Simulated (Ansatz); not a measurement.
Born–Oppenheimer molecular dynamics of F2Ge2H4 (8 atoms, charge 0, multiplicity 1). It starts from a relaxed structure.

Level of theory: RKS PBE-D4/def2-SVP (Ansatz).

| Quantity | Value |
| --- | --- |
| ensemble | NVT, Langevin thermostat |
| time step | 0.5 fs |
| steps asked | 150 |
| set temperature | 1500 K |
| friction | 0.001 /fs |
| masses | H 3.016 u |
| seed | 158082 |

First frame:

```xyz
8
Properties=species:S:1:pos:R:3
Ge -0.061 0.081 0.028
Ge -0.004 -0.003 2.462
H -1.440 -0.237 2.993
H 0.920 -1.168 2.884
H 0.543 1.340 3.002
F 1.593 0.214 -0.551
H -0.885 1.151 -0.741
F -0.604 -1.484 -0.559
```

**Question.** How far do the bonds stretch over the last three quarters of this one trajectory? (Pairs bonded in most of those frames.)

**Answer.** 
```json
{"bond": "Ge1–Ge2", "mean (Å)": "2.527", "spread (Å)": "0.068", "shortest": "2.35", "longest": "2.59"}
{"bond": "Ge1–F6", "mean (Å)": "1.772", "spread (Å)": "0.046", "shortest": "1.70", "longest": "1.84"}
{"bond": "Ge1–H7", "mean (Å)": "1.567", "spread (Å)": "0.028", "shortest": "1.52", "longest": "1.61"}
{"bond": "Ge1–F8", "mean (Å)": "1.775", "spread (Å)": "0.059", "shortest": "1.68", "longest": "1.86"}
{"bond": "Ge2–H3", "mean (Å)": "1.563", "spread (Å)": "0.039", "shortest": "1.49", "longest": "1.62"}
{"bond": "Ge2–H4", "mean (Å)": "1.553", "spread (Å)": "0.022", "shortest": "1.51", "longest": "1.58"}
{"bond": "Ge2–H5", "mean (Å)": "1.602", "spread (Å)": "0.152", "shortest": "1.37", "longest": "1.81"}
```

Mean temperature of the second half: 832 K. The mean temperature of the second half is 45 % below the set value. A run of 0.075 ps of so small a system gives no equilibrium averages.

Time of the run: 6.2 min on 2 threads of AMD EPYC 7R43 64-Core Processor (Zen 3) (shared host), peak memory 0.17 GiB.
